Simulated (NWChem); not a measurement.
System: NbNH2OF2; SMILES [NH2][Nb](=[O])([F])[F]

Input file for NWChem:

```
start job
memory heap 200 mb stack 900 mb global 1100 mb
geometry units angstroms noautoz
  Nb     0.014810     0.056842     0.000000
  O     -0.554327     1.669514     0.000000
  F      1.029471    -0.300455     1.553502
  F      1.029471    -0.300455    -1.553502
  N     -1.627056    -1.019640     0.000000
  H     -2.585326    -0.654601     0.000000
  H     -1.641559    -2.047151     0.000000
end
basis spherical
  Nb library def2-svp
  O library def2-svp
  F library def2-svp
  N library def2-svp
  H library def2-svp
end
ecp
  Nb library def2-ecp
end
dft
  xc xpbe96 cpbe96
  iterations 150
end
tddft
  nroots 8
  notriplet
end
task tddft energy
```

Structure relaxed at the PBE-D3(BJ)/def2-SVP level. def2 effective core potentials on Nb; no spin-orbit coupling.

Vertical excitations in the gas phase.

### Question
Give the results of this calculation. (PBE/def2-SVP with def2 effective core potentials on Nb, full TDDFT.) Quantities: lowest excitation, singlet (eV); oscillator strength of that lowest state; lowest state with f > 0.02, singlet (eV); orbital gap (eV).

### Answer
```json
{
 "lowest excitation, singlet (eV)": "4.71",
 "oscillator_strength_of_that_lowest_state": "0.005",
 "lowest state with f > 0.02, singlet (eV)": "5.94",
 "orbital gap (eV)": "4.64"
}
```
